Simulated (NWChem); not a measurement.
Everything below was run with NWChem. System: aminoborane (H4BN), charge 0, spin multiplicity 1, at a geometry optimised with B3LYP/def2-SVP. Level: CCSD(T)/pcseg-1, 2 core orbitals frozen.

Input file:

```
start mol
memory heap 100 mb stack 700 mb global 1900 mb
geometry units angstroms nocenter noautoz
  B      0.000000     0.000000     0.777801
  N      0.000000     0.000000    -0.611873
  H     -1.055090     0.000000     1.366102
  H      1.055090     0.000000     1.366102
  H      0.847097     0.000000    -1.169051
  H     -0.847097     0.000000    -1.169051
  symmetry group C2v
end
basis spherical
  * library pcseg-1
end
scf
  rhf
  nopen 0
  maxiter 100
  thresh 1e-7
  semidirect memsize 60000000 filesize 0
end
tce
  freeze core 2
  ccsd(t)
  2eorb
  2emet 13
  thresh 1e-6
  maxiter 100
  tilesize 24
end
task tce energy
```

Part of the output:

```
             Northwest Computational Chemistry Package (NWChem) 7.3.0
             --------------------------------------------------------

                                NWChem Input Module
                                -------------------

 Scaling coordinates for geometry "geometry" by  1.889725989
 (inverse scale =  0.529177249)

 Turning off AUTOSYM since
 SYMMETRY directive was detected!

                             Geometry "geometry" -> ""
                             -------------------------

 Output coordinates in angstroms (scale by  1.889725989 to convert to a.u.)

  No.       Tag          Charge          X              Y              Z
 ---- ---------------- ---------- -------------- -------------- --------------
    1 B                    5.0000     0.00000000     0.00000000     0.77780100
    2 N                    7.0000     0.00000000     0.00000000    -0.61187300
    3 H                    1.0000    -1.05509000     0.00000000     1.36610200
    4 H                    1.0000     1.05509000     0.00000000     1.36610200
    5 H                    1.0000     0.84709700     0.00000000    -1.16905100
    6 H                    1.0000    -0.84709700     0.00000000    -1.16905100

 Effective nuclear repulsion energy (a.u.)      32.1253324719

            Nuclear Dipole moment (a.u.)
            ----------------------------
        X                 Y               Z
 ---------------- ---------------- ----------------
     0.0000000000     0.0000000000    -0.0000075589

      Symmetry information
      --------------------

 Group name             C2v
 Group number             16
 Group order               4
 No. of unique centers     4

      Symmetry unique atoms

     1    2    3    5


 Summary of "ao basis" -> "" (spherical)
 ------------------------------------------------------------------------------
       Tag                 Description            Shells   Functions and Types
 ---------------- ------------------------------  ------  ---------------------
 *                          pcseg-1                   on all atoms

 Summary of "ao basis" -> "ao basis" (spherical)
 ------------------------------------------------------------------------------
       Tag                 Description            Shells   Functions and Types
 ---------------- ------------------------------  ------  ---------------------
 B                          pcseg-1                  6       14   3s2p1d
 N                          pcseg-1                  6       14   3s2p1d
 H                          pcseg-1                  3        5   2s1p

                                 NWChem SCF Module
                                 -----------------

  ao basis        = "ao basis"
  functions       =    48
  atoms           =     6
  closed shells   =     8
  open shells     =     0
  charge          =   0.00
  wavefunction    = RHF
  use symmetry    = T
  symmetry adapt  = T

 Summary of "ao basis" -> "ao basis" (spherical)
 ------------------------------------------------------------------------------
       Tag                 Description            Shells   Functions and Types
 ---------------- ------------------------------  ------  ---------------------
 B                          pcseg-1                  6       14   3s2p1d
 N                          pcseg-1                  6       14   3s2p1d
 H                          pcseg-1                  3        5   2s1p

      Symmetry analysis of basis
      --------------------------

        a1         22
[...]
 Vector   11  Occ=0.000000D+00  E= 2.120088D-01  Symmetry=b1
              MO Center= -4.0D-16, -6.3D-32, -1.2D+00, r^2= 4.7D+00
   Bfn.  Coefficient  Atom+Function         Bfn.  Coefficient  Atom+Function
  ----- ------------  ---------------      ----- ------------  ---------------
    40      1.541189  5 H  s                 45     -1.541189  6 H  s
    21     -0.816659  2 N  px                30     -0.389406  3 H  s
    35      0.389406  4 H  s                  7     -0.267093  1 B  px
    18     -0.239074  2 N  px

 center of mass
 --------------
 x =   0.00000000 y =   0.00000000 z =   0.02551443

 moments of inertia (a.u.)
 ------------------
          65.757829751049           0.000000000000           0.000000000000
           0.000000000000          78.935872360650           0.000000000000
           0.000000000000           0.000000000000          13.178042609601

  Mulliken analysis of the total density
  --------------------------------------

    Atom       Charge   Shell Charges
 -----------   ------   -------------------------------------------------------
    1 B    5     4.73   2.00  0.63  0.27  1.47  0.30  0.06
    2 N    7     7.49   2.00  0.79  0.62  2.48  1.59  0.01
    3 H    1     1.09   0.80  0.29  0.01
    4 H    1     1.09   0.80  0.29  0.01
    5 H    1     0.80   0.72  0.04  0.04
    6 H    1     0.80   0.72  0.04  0.04

       Multipole analysis of the density wrt the origin
       ------------------------------------------------

     L   x y z        total         open         nuclear
     -   - - -        -----         ----         -------
     0   0 0 0     -0.000000      0.000000     16.000000

     1   1 0 0      0.000000      0.000000      0.000000
     1   0 1 0      0.000000      0.000000      0.000000
     1   0 0 1     -0.712039      0.000000     -0.000008

     2   2 0 0    -10.093697      0.000000     13.075725
     2   1 1 0     -0.000000      0.000000      0.000000
     2   1 0 1      0.000000      0.000000      0.000000
     2   0 2 0    -11.067295      0.000000      0.000000
     2   0 1 1      0.000000      0.000000      0.000000
     2   0 0 2     -9.993985      0.000000     43.250666

                   NWChem Extensible Many-Electron Theory Module
                   ---------------------------------------------


            General Information
            -------------------
      Number of processors :     1
         Wavefunction type : Restricted Hartree-Fock
          No. of electrons :    16
           Alpha electrons :     8
            Beta electrons :     8
           No. of orbitals :    96
            Alpha orbitals :    48
             Beta orbitals :    48
        Alpha frozen cores :     2
         Beta frozen cores :     2
     Alpha frozen virtuals :     0
      Beta frozen virtuals :     0
         Spin multiplicity : singlet
    Number of AO functions :    48
       Number of AO shells :    24
        Use of symmetry is : on
      Symmetry adaption is : on
         Schwarz screening : 0.10D-09

          Correlation Information
          -----------------------
          Calculation type : Coupled-cluster singles & doubles w/ perturbation
   Perturbative correction : (T)
            Max iterations :      100
        Residual threshold : 0.10D-05
     T(0) DIIS level shift : 0.00D+00
     L(0) DIIS level shift : 0.00D+00
     T(1) DIIS level shift : 0.00D+00
     L(1) DIIS level shift : 0.00D+00
     T(R) DIIS level shift : 0.00D+00
     T(I) DIIS level shift : 0.00D+00
   CC-T/L Amplitude update :  5-th order DIIS
                I/O scheme : Global Array Library
        L-threshold :  0.10D-05
        EOM-threshold :  0.10D-05
 no EOMCCSD initial starts read in
 TCE RESTART OPTIONS
 SLICE:      F
 D4D5:       F
 quantumc:   F
 qrotation:  F
 pwtce:      F
 qducc:      F
 nacto:                         0
 nrotv:                         0
 nrot:                          0

            Memory Information
            ------------------
          Available GA space size is     249034496 doubles
          Available MA space size is     104854892 doubles

 Maximum block size supplied by input
 Maximum block size        24 doubles

 tile_dim =     17

 -------------------------------------------------

 Global array virtual files algorithm will be used

 Parallel file system coherency ......... OK

 4-electron integrals stored in orbital form

 v2    file size   =           359139
 4-index algorithm nr.  13 is used
 imaxsize =       30
 imaxsize ichop =        0


CCSD iterations
 ---------------------------------------------------------
 Iter          Residuum       Correlation     Cpu    Wall
 ---------------------------------------------------------
    1   0.1337778477181  -0.2641424270000     0.0     0.0
    2   0.0384435924281  -0.2815262971957     0.0     0.0
    3   0.0142428982040  -0.2869826994951     0.0     0.0
    4   0.0061744686161  -0.2884609661756     0.0     0.0
    5   0.0029176957696  -0.2890318539871     0.0     0.0
    6   0.0005918372411  -0.2894154411484     0.0     0.0
    7   0.0003437307729  -0.2894363097110     0.0     0.0
    8   0.0001635186401  -0.2894431096578     0.0     0.0
    9   0.0001062046250  -0.2894448406375     0.0     0.0
   10   0.0000607020284  -0.2894473612009     0.0     0.0
   11   0.0000056740176  -0.2894507664203     0.0     0.0
   12   0.0000018342075  -0.2894509548382     0.0     0.0
   13   0.0000007329170  -0.2894511541809     0.0     0.0
 -----------------------------------------------------------------
 Iterations converged
 CCSD correlation energy / hartree =        -0.289451154180905
 CCSD total energy / hartree       =       -81.763169076269776

 Singles contributions

 Doubles contributions
 CCSD(T)
 Using plain CCSD(T) code
             total no. of tasks          230
 total no. of tasks / no. procs          230
                         wl_min          112           2.2
                         wl_max       132651           7.1
        thresh for no. of tasks          230

 CCSD[T]  correction energy / hartree =        -0.007298754995934
 CCSD[T] correlation energy / hartree =        -0.296749909176839
 CCSD[T] total energy / hartree       =       -81.770467831265705
 CCSD(T)  correction energy / hartree =        -0.006920374373316
 CCSD(T) correlation energy / hartree =        -0.296371528554221
 CCSD(T) total energy / hartree       =       -81.770089450643098

 Task  times  cpu:        1.3s     wall:        1.3s

 Total times  cpu:        1.3s     wall:        1.3s
```
